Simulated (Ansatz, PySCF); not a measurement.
This triplet is an excited state, 2.37 eV above the relaxed singlet at the level frozen-core CCSD(T)/cc-pVTZ // B3LYP-D3(BJ)/def2-TZVP (Ansatz, a first-principles code).

B3LYP has the VWN-RPA correlation part, as in Gaussian. 

Cartesian coordinates (Å):
```xyz
4

N     -1.9315    -0.0948    -0.5459
C     -0.8909     0.1103    -0.0760
Ge     0.7573     0.5477     0.7437
F      2.0651    -0.5633     0.4173
```
Charge 0, spin multiplicity 3.

**Question.** Give the total energy, highest occupied spin orbital and dipole moment at the level B3LYP-D3(BJ)/def2-TZVP (PySCF).

**Answer.** 
```
Item                                 Result
-----------------------------  ------------
total energy                   -61763.10 eV
highest occupied spin orbital      -5.99 eV
dipole moment                        3.07 D
```
